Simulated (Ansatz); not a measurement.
Al11N11H28⁺, a nanocrystal cut from wurtzite AlN (hydrogen-capped), relaxed as a doublet with UKS PBE-D4/def2-SVP in Ansatz, starting from the PBE-D4/def2-SVP geometry of the neutral singlet. Force threshold 0.03 eV/Å.

Single mean-field runs in def2-SVP are fitted with def2-universal-jkfit. The gap within one spin of the relaxed charge 1 doublet nearly closes, so an electron or hole may be smeared out by delocalisation error.

Start:

```xyz
50

Al   -3.268   -0.823   -1.022
N    -3.886    0.769    0.005
Al   -0.787   -2.365   -1.643
N     0.675   -1.721   -2.785
N    -1.354   -0.897   -0.619
Al   -0.469    0.713   -1.188
Al   -2.552    1.656    1.122
N    -1.143    2.172   -0.088
Al    2.168   -0.819   -1.882
N     1.416    0.553   -0.843
Al    2.380    2.132   -1.479
Al    0.224    3.108    0.897
N     1.558    3.617   -0.434
N     0.134   -3.603   -0.412
Al   -1.110   -1.222    1.246
N    -1.720    0.324    2.213
Al    1.560   -2.870    0.716
N     2.817   -2.199   -0.629
N     0.814   -1.324    1.500
Al    1.780    0.290    1.013
Al   -0.292    1.074    3.345
N     0.981    1.737    1.995
H    -3.511   -0.466   -2.574
H    -4.013   -2.073   -0.325
H    -4.287    1.455   -0.654
H    -4.691    0.486    0.587
H    -1.849   -3.191   -2.507
H     0.246   -0.995   -3.391
H     0.998   -2.442   -3.450
H    -0.747    1.003   -2.753
H    -3.254    2.865    1.899
H    -1.556    2.860   -0.742
H     3.330   -0.481   -2.927
H     2.028    2.434   -3.022
H     3.909    2.071   -0.967
H    -0.273    4.425    1.658
H     1.140    4.294   -1.091
H     2.316    4.149    0.022
H     0.423   -4.464   -0.903
H    -0.609   -3.923    0.238
H    -1.762   -2.607    1.762
H    -2.419   -0.002    2.903
H     2.220   -3.988    1.644
H     3.296   -2.960   -1.135
H     3.579   -1.732   -0.101
H     0.932   -1.390    2.532
H     3.344    0.065    1.349
H    -0.862    2.298    4.217
H     0.416   -0.158    4.133
H     1.728    2.167    2.568
```

```
step  energy (eV)  largest force component (eV/Å)  SCF passes
   1  -89340.3183                           0.579          87
   2  -89340.4087                           0.296          39
   3  -89340.4322                           0.058          35
   4  -89340.4347                           0.034          31
   5  -89340.4356                           0.021          27
```

Force components are those of the run's own axes.

End:

```xyz
50

Al   -3.2340   -0.8135   -1.0141
N    -3.8867    0.7516   -0.0003
Al   -0.7843   -2.3737   -1.6460
N     0.6780   -1.7403   -2.7899
N    -1.3465   -0.8882   -0.6094
Al   -0.4804    0.7281   -1.1837
Al   -2.5724    1.6771    1.1145
N    -1.1440    2.1819   -0.0805
Al    2.1722   -0.8267   -1.9061
N     1.4146    0.5623   -0.8586
Al    2.3785    2.1299   -1.4449
Al    0.2229    3.1226    0.9050
N     1.5654    3.6187   -0.4255
N     0.1386   -3.6132   -0.4284
Al   -1.1094   -1.2114    1.2543
N    -1.7190    0.3500    2.2263
Al    1.5682   -2.8873    0.7019
N     2.8130   -2.2034   -0.6527
N     0.8075   -1.3284    1.4987
Al    1.7802    0.2801    1.0060
Al   -0.2966    1.0952    3.3061
N     0.9830    1.7309    1.9996
H    -3.5468   -0.5550   -2.5837
H    -3.9772   -2.1102   -0.3489
H    -4.3100    1.4297   -0.6565
H    -4.6876    0.4595    0.5854
H    -1.9123   -3.1261   -2.4802
H     0.2576   -1.0516   -3.4429
H     1.0133   -2.4892   -3.4188
H    -0.7907    1.0174   -2.7386
H    -3.2657    2.8696    1.9074
H    -1.5509    2.8787   -0.7313
H     3.3112   -0.4070   -2.9358
H     2.1466    2.4656   -3.0175
H     3.9310    2.0337   -0.9696
H    -0.2827    4.4032    1.7075
H     1.1459    4.2938   -1.0871
H     2.3208    4.1655    0.0218
H     0.4580   -4.4519   -0.9419
H    -0.5906   -3.9916    0.2053
H    -1.8429   -2.5465    1.7815
H    -2.4201    0.0235    2.9164
H     2.2196   -3.9688    1.6634
H     3.2645   -2.9772   -1.1691
H     3.6032   -1.7705   -0.1372
H     0.9725   -1.4365    2.5198
H     3.3397    0.0836    1.3291
H    -0.8755    2.3143    4.2333
H     0.3789   -0.0539    4.2512
H     1.7413    2.1555    2.5647
```

By distances, no bond broke or formed. The bond that changes most is N16–Al21, from 1.97 to 1.94 Å (atoms count from 1).

No frequencies were taken in this run, so the end may be a saddle point.

It took 53 s on 2 threads of AMD EPYC 7R13 on a shared host and a share (18 GiB) of an NVIDIA H100 80GB HBM3.
